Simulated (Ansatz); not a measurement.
A structure relaxed at PBE-D4/def2-SVP in Ansatz, charge 0, doublet:

```xyz
47

Ge   -2.220    2.541    2.783
Ge    0.972   -3.195    2.833
Ge   -3.556    0.840   -0.578
Ge   -1.045   -3.794   -0.526
Ge   -2.687    4.762   -0.501
Ge    0.980    3.785    0.786
Ge   -0.555    2.414   -2.772
Ga   -0.138   -0.067    0.653
Ge    3.522   -0.880    0.794
Ge    1.783   -1.776   -2.735
Ge    2.860   -4.671   -0.356
Ge   -3.584    2.878    0.780
Ge   -0.802   -2.298    1.399
Ge    0.040    1.919    2.064
Ge    3.061   -3.160    1.560
Ge   -1.309    0.437   -1.545
Ge    1.038   -3.916   -1.811
Ge   -0.387    4.272   -1.188
Ge    1.871   -0.154   -0.906
H    -2.841    1.396    3.639
H    -2.235    3.845    3.637
H     0.681   -4.655    3.297
H     1.128   -2.306    4.104
H    -3.926   -0.402    0.285
H    -4.578    0.931   -1.756
H    -1.397   -5.244   -0.072
H    -2.197   -3.303   -1.453
H    -2.730    6.039    0.389
H    -3.567    5.024   -1.759
H     1.035    5.085    1.646
H     2.437    3.461    0.339
H    -1.619    2.771   -3.854
H     0.785    2.120   -3.505
H     3.450    0.127    1.981
H     4.944   -0.775    0.157
H     0.867   -1.259   -3.880
H     3.219   -1.952   -3.318
H     2.580   -6.111    0.167
H     4.196   -4.703   -1.158
H    -5.069    3.164    1.168
H    -2.136   -2.313    2.211
H     0.912    1.699    3.342
H     4.260   -3.603    2.457
H    -1.384   -0.823   -2.466
H     0.875   -4.936   -2.982
H     0.193    5.515   -1.936
H     2.271    1.269   -1.413
```

Question: Give its formula.

Answer: GaGe₁₈H₂₈, a doped nanocrystal cut from the lattice of germanium (Ga on an inner site).

Question: Summarise the bond lengths by kind (pairs closer than 1.2 times the sum of covalent radii, bridged metal pairs left out).

Answer: 20 × Ge–Ge 2.45 to 2.48 Å; 4 × Ga–Ge 2.44 to 2.54 Å; 28 × Ge–H 1.55 to 1.56 Å.

Single mean-field runs in def2-SVP are fitted with def2-universal-jkfit. The relaxation made no stability test and no search for a lower SCF solution.
